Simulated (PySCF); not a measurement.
Species: C6H8ClNSi.
Cartesian coordinates in Å at the GFN2-xTB level; atoms count from 1:
```
atom  x, y, z in Å
C1    -2.5290   -1.4541    0.9123
C2    -1.6552   -1.5162   -0.0786
Si3   -0.8521   -0.0296   -0.9093
Cl4   -1.2699   -0.0014   -2.8981
C5     0.9837   -0.1200   -0.6927
C6     2.1784   -0.1552   -0.5350
C7     3.6101   -0.2123   -0.3542
N8    -1.6548    1.3744   -0.2991
C9    -1.2878    2.3943    0.3157
H10   -2.9650   -2.3363    1.3560
H11   -2.8512   -0.5099    1.3199
H12   -1.3646   -2.4890   -0.4555
H13    4.0970   -0.3861   -1.3135
H14    3.9726    0.7274    0.0619
H15    3.8663   -1.0241    0.3263
H16   -2.0286    3.1429    0.5875
H17   -0.2568    2.6072    0.6128
```

Computed at PBE0/pcSseg-1 (PySCF, non-relativistic), with Q(35Cl) = −0.0817 b, Q(14N) = 0.02044 b: Cl4, 35Cl (I = 3/2): χzz = -41.25 MHz, η = 0.072; N8, 14N (I = 1): χzz = -4.962 MHz, η = 0.730.

Question: Where would the pure quadrupole (NQR) lines of 35Cl at Cl4 fall for the rigid, isolated species?

Answer: From ν = (|χ|/2)√(1 + η²/3): ν = 20.64 MHz (silicon-bound chlorine). For 37Cl the ratio of quadrupole moments, 0.7881, gives 16.27 MHz.

Question: Where would the pure quadrupole (NQR) lines of 14N at N8 fall for the rigid, isolated species?

Answer: From ν± = (3/4)|χ|(1 ± η/3) and ν0 = |χ|η/2: ν+ 4.627 MHz, ν− 2.816 MHz, ν0 1.811 MHz (C=N nitrogen).

Question: Apply the simplest Townes–Dailey estimate (no s hybridisation, no π bonding), ionic character = 1 − χzz/χ0, where χ0 is the coupling for one missing p electron along the bond: −109.74 MHz for 35Cl.

Answer: Cl4 on Si3: 1 − (-41.25)/(-109.74) = 0.62. In this model a purely covalent bond gives χ0 and a free halide ion gives zero; s hybridisation or π bonding, where present, is counted here as ionic character.

In a crystal, neighbours and librations shift these lines. GFN2-xTB bond lengths can be off by several hundredths of an ångström, more for odd bonds, and the gradients follow them. The basis is small and wasn't made for field gradients, so the couplings can be 20 % off.

The run behind these numbers computed NMR shieldings as well. Time: 70 s of wall time; peak memory 0.93 GiB. Hardware: Arm Neoverse N1, one thread, no GPU, shared host with 64 logical CPUs at a one-minute load of 61.

One conformer stands for the species.
